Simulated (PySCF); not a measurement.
Molecule: `N1B(NC)NBNB1`, CH$_{9}$B$_{3}$N$_{4}$.

Bonds (- single, = double, # triple, : aromatic): C1-N2, N2-B3, B3-N4, N4-B5, B5-N6, N6-B7, B7-N8, N8-B3. C1 carries H9, H10, H11; N2 carries H12; N4 carries H13; B5 carries H14; N6 carries H15; B7 carries H16; N8 carries H17.

Frames of a GFN2-xTB Langevin trajectory at 600 K; GIAO PBE0/pcSseg-1 shieldings in PySCF 2.14.0 with density-fitted response routines, gas phase, non-relativistic; equivalent atoms averaged within each frame.

δ = σ(ref) − σ, references computed at the same level: ¹³C (186.93 ppm) and ¹H (31.72 ppm) vs TMS; NH3 for ¹⁵N (267.73 ppm); ¹¹B (100.07 ppm) against BF3·OEt2. The references are static minima.

How do the shifts (ppm) fluctuate along the trajectory?

Answers


```csv
time (fs),C1,N6,N4/N8,N2,B5/B7,B3,H14/H16,H13/H17,H15,H9/H10/H11
optimised geometry,30.7,135.8,118.5,60.8,26.2,19.9,4.60,4.48,5.26,2.90
250,36.2,141.2,121.4,77.7,30.0,20.0,4.50,4.32,4.14,3.42
425,26.3,133.1,122.1,45.9,28.9,20.9,5.72,4.25,5.17,2.58
625,31.1,138.8,120.0,71.3,27.6,23.4,4.74,3.52,5.22,3.00
800,35.9,141.7,120.4,64.8,27.9,21.0,4.13,4.56,5.00,3.20
1000,33.1,139.4,119.5,85.7,28.3,22.5,4.34,4.48,5.11,3.44
mean of frames,32.5,138.8,120.7,69.1,28.6,21.6,4.68,4.23,4.93,3.13
standard deviation,4.1,3.4,1.1,15.1,1.0,1.4,0.62,0.41,0.45,0.35
```

5 frames give an uncertainty of the mean of about the standard deviation over 2.2 at best, since frames this close in time may not be independent; classical motion lacks zero-point vibration, and the reference would need the same averaging.
